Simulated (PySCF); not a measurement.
## YH₂: bending curve

Method: UPBE0/[Y def2-TZVP with ECP28, H def2-TZVP], scalar-relativistic core potentials, density fitting, no spin–orbit coupling, PySCF.

Rigid scan from the doublet minimum (Y–H 1.957 Å (×2); H–Y–H 115.4°). Coordinate: the H–Y–H angle, bonds fixed. Energies in kJ/mol from the minimum.

Predict the curve at 80, 90, 100, 110, 120, 130, 140, 150, 160, 170, 180.


| bond angle (°) | E (kJ/mol) | dipole size (D) | ⟨S²⟩ |
| --- | --- | --- | --- |
| 80 | 25.7 | 4.31 | 0.75 |
| 90 | 13.7 | 3.94 | 0.75 |
| 100 | 5.3 | 3.49 | 0.75 |
| 110 | 0.7 | 3.01 | 0.75 |
| 120 | 0.5 | 2.57 | 0.75 |
| 130 | 5.5 | 2.17 | 0.75 |
| 140 | 15.6 | 1.82 | 0.75 |
| 150 | 29.7 | 1.47 | 0.75 |
| 160 | 45.0 | 1.08 | 0.75 |
| 170 | 57.3 | 0.59 | 0.75 |
| 180 | 62.2 | 0.00 | 0.75 |

With the bonds held, the linear shape lies 62.2 kJ/mol from the minimum.

With open d or f shells other occupations or spin states may lie lower.

Other isomers or separated fragments may lie lower.

The scan took 8 s on 2 threads of a shared Arm Neoverse V1 host; the process peaked at 0.65 GiB. Launch command: `OMP_NUM_THREADS=2 python axn.py task.json out`.
